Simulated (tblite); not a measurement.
Compound: C7H8N (doublet state).
SMILES with atom numbers: `[C:1]#[C:2][C@@H:3]1[CH2:4][CH:5]=[N:6][CH2:7][CH2:8]1` (hydrogens: H9 on C3; H10, H11 on C4; H12 on C5; H13, H14 on C7; H15, H16 on C8)

The geometry is computed with GFN2-xTB (gas phase). This method treats the open shell by occupation alone, without spin polarisation.

**Question.** List the bond lengths, angles and torsions at this level.

**Answer.** 
```tsv
bond	length (Å)
C1≡C2	1.198
C2–C3	1.470
C3–C4	1.529
C4–C5	1.505
C5=N6	1.252
N6–C7	1.431
C7–C8	1.534
C3–C8	1.528
C3–H9	1.097
C4–H10	1.095
C4–H11	1.092
C5–H12	1.085
C7–H13	1.094
C7–H14	1.095
C8–H15	1.093
C8–H16	1.090
```

A selection of angles:
```tsv
angle	degrees
C1–C2–C3	171.5
C2–C3–C4	110.2
C2–C3–C8	110.5
C2–C3–H9	106.0
C4–C3–C8	108.7
C4–C3–H9	110.5
C8–C3–H9	110.8
C3–C4–C5	110.5
C3–C4–H10	110.1
C3–C4–H11	111.0
C5–C4–H10	107.8
C5–C4–H11	109.6
H10–C4–H11	107.8
C4–C5–N6	126.8
C4–C5–H12	116.4
N6–C5–H12	116.8
C5–N6–C7	122.0
N6–C7–C8	114.5
N6–C7–H13	107.1
N6–C7–H14	106.6
C8–C7–H13	110.8
C8–C7–H14	109.9
H13–C7–H14	107.7
C7–C8–H15	109.2
C7–C8–H16	109.8
C3–C8–C7	109.3
C3–C8–H15	109.0
C3–C8–H16	110.8
H15–C8–H16	108.8
```

Torsions: C2–C3–C4–C5 -76° (synclinal); C3–C4–C5–N6 -16° (synperiplanar); C4–C5–N6–C7 0° (synperiplanar); C5–N6–C7–C8 -16° (synperiplanar); N6–C7–C8–C3 46° (synclinal); C2–C3–C8–C7 61° (synclinal).

C5 (carbon bonded to C, N and H) is planar (angles 126.8°, 116.8° and 116.4°, sum 360.0°, 0.00 Å off the plane of its three neighbours). The C–N distances run from 1.252 Å (C5=N6, drawn double) to 1.431 Å (N6–C7, drawn single), a spread of 0.179 Å. The C–C distances run from 1.198 Å (C1≡C2, drawn triple) to 1.534 Å (C7–C8, drawn single), a spread of 0.336 Å. Of the pairs four or more bonds apart, C2···H14 is among the closest relative to their van der Waals radii: 2.71 Å, 93 % of the sum of Bondi's values. The 6-membered ring C3–C4–C5–N6–C7–C8 has internal angles of 108.7° to 126.8° (sum 692°, against 720° for a flat polygon); it is puckered, 0.20 Å rms from its mean plane, widest ring torsion 60°.

Point group: C1 (no symmetry element, even within 0.4 Å). Its GFN2-xTB frequencies are all real (lowest 86 cm⁻¹).

One conformer stands for the species.
